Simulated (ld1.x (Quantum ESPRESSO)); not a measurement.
## I (Z = 53): one change to a TM semilocal potential, before and after

- Element: I (Z = 53)
- Generator: ld1.x (Quantum ESPRESSO) 7.5
- Type: norm-conserving Troullier–Martins (semilocal form)
- Functional: PBE
- Relativity: scalar-relativistic
- Frozen core: [Kr] 4d10
- Valence charge: 7
- Reference configuration: 5s2 5p5
- Partial waves: 5p (bound): rc 1.80 bohr; 5s (bound): rc 1.40 bohr
- Local potential: the s channel
- Core correction: none

Change: all radii scaled by about 1.24 (s 1.74, p 2.24 bohr).

Cutoffs: the cutoffs (Ry, on a coarse ladder) from which the occupation-weighted sum of valence levels, in a spherical-Bessel basis at the reference potential, stays within 10 and 1 mRy of its value at 400 Ry; they do not see the model core or the augmentation charge, which bear on the density cutoff. Errors are all-electron minus pseudo energies relative to the spin-unpolarised reference configuration.

Question: What does the change do?

Answer: The potential gets softer (70 Ry and 140 Ry → 30 Ry and 50 Ry); of the 7 tests that both files solve, the error grows in 5 and shrinks in 1 by more than 15 % and 0.3 meV (median size 9.8 → 4.4 meV); neither file shows a bound ghost. A larger radius leaves more room for a smooth pseudo-wave, so fewer plane waves are needed. A semilocal file is local in each channel, so a ghost entry of none says nothing of the separable form that plane-wave codes build from it.

```csv
quantity,base,changed
"cutoff, loose",70 Ry,30 Ry
"cutoff, tight",140 Ry,50 Ry
loose cutoff by channel (10 mRy a level),"p 12 Ry, s 40 Ry","p 12 Ry, s 25 Ry"
bound ghosts,none,none
"error for 5s2 5p4, meV [ΔE 11.13 eV]",-3.1,-4.4
"error for 5s2 5p3, meV [ΔE 30.98 eV]",-9.8,-18
"error for 5s2 5p2, meV [ΔE 60.31 eV]",-19,-47
"error for 5s2 5p5.3, meV [ΔE -1.78 eV]",+0.5,+0.4
"error for 5s1 5p6, meV [ΔE 10.41 eV]",+11,+2.1
"error for 5s2 5p1, meV [ΔE 99.73 eV]",-12,-88
"error for 5s2 5p4.5, meV [ΔE 4.53 eV]",-1.2,-1.5
```
